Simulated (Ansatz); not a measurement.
Diphenyliodonium cyclic bis(sulfonyl)imide, `O=S1(=O)[N-]S(=O)(=O)C(F)(F)C(F)(F)C1(F)F.c1ccc([I+]c2ccccc2)cc1`. Total charge 0; singlet. Geometry PBE-D4/def2-SVP.

```xyz
39

O    -0.4284   -1.6017   -1.8604
S    -1.2709   -0.7724   -0.9634
O    -2.5082   -1.3528   -0.3941
N    -0.2565   -0.0202    0.0724
S    -0.8411    1.0797    1.1288
O     0.3297    1.6644    1.8285
O    -2.0337    0.6923    1.9159
C    -1.4901    2.4231   -0.0506
F    -2.1526    3.3545    0.6666
F    -0.4361    3.0179   -0.6656
C    -2.4528    1.8574   -1.1390
F    -3.5858    1.4383   -0.5355
F    -2.7664    2.8842   -1.9838
C    -1.8916    0.6905   -2.0076
F    -2.8693    0.2588   -2.8313
F    -0.8659    1.1617   -2.7622
C     2.1085    1.8597   -2.0836
C     2.0878    0.5401   -2.5573
C     2.4137   -0.5242   -1.7056
C     2.7619   -0.1975   -0.3928
I     3.1486   -1.8105    0.9584
C     1.1842   -2.1987    1.7042
C     0.3789   -3.0776    0.9743
C    -0.9528   -3.2139    1.3940
C    -1.4302   -2.4829    2.4907
C    -0.5839   -1.6171    3.1974
C     0.7538   -1.4551    2.8067
C     2.7867    1.0996    0.1258
C     2.4550    2.1390   -0.7540
H     1.8159    2.6816   -2.7528
H     1.7732    0.3191   -3.5870
H     2.3438   -1.5613   -2.0559
H     0.7392   -3.5978    0.0775
H    -1.6317   -3.8566    0.8166
H    -2.4895   -2.5565    2.7727
H    -0.9747   -1.0130    4.0278
H     1.4016   -0.7299    3.3157
H     3.0020    1.3082    1.1808
H     2.4278    3.1694   -0.3724
```

In the def2 sets I takes a core potential; there is no spin–orbit coupling. Single mean-field runs in def2-SVP, def2-TZVP are fitted with def2-universal-jkfit. The restricted singlet is unstable towards broken spin symmetry in Hartree–Fock (as tested in another run); at HF/def2-TZVP this wasn't settled.

Estimate the orbital energies around the gap (eV) in Ansatz with HF/def2-TZVP, PBE-D4/def2-SVP, PBE-D4/def2-TZVP, r2SCANh-D4/def2-TZVP, PBE0-D4/def2-SVP.


```csv
orbital,HF/def2-TZVP,PBE-D4/def2-SVP,PBE-D4/def2-TZVP,r2SCANh-D4/def2-TZVP,PBE0-D4/def2-SVP
HOMO−9,-13.05,-7.11,-7.37,-8.39,-8.80
HOMO−8,-12.73,-7.09,-7.35,-8.29,-8.69
HOMO−7,-12.52,-7.03,-7.24,-8.03,-8.41
HOMO−6,-12.20,-7.01,-7.22,-7.90,-8.30
HOMO−5,-11.63,-6.87,-7.18,-7.87,-8.26
HOMO−4,-11.44,-6.67,-6.94,-7.63,-8.02
HOMO−3,-10.23,-6.30,-6.63,-7.39,-7.74
HOMO−2,-10.04,-6.08,-6.45,-7.31,-7.66
HOMO−1,-9.92,-6.05,-6.42,-7.28,-7.64
HOMO,-9.83,-5.62,-6.02,-6.96,-7.29
LUMO,0.77,-3.43,-3.53,-3.10,-2.65
LUMO+1,0.99,-3.36,-3.47,-3.03,-2.56
LUMO+2,2.30,-1.89,-2.11,-1.63,-1.02
LUMO+3,2.37,-1.86,-2.07,-1.56,-1.00
LUMO+4,2.69,-1.76,-1.94,-1.44,-0.86
LUMO+5,2.75,-1.67,-1.84,-1.33,-0.78
```
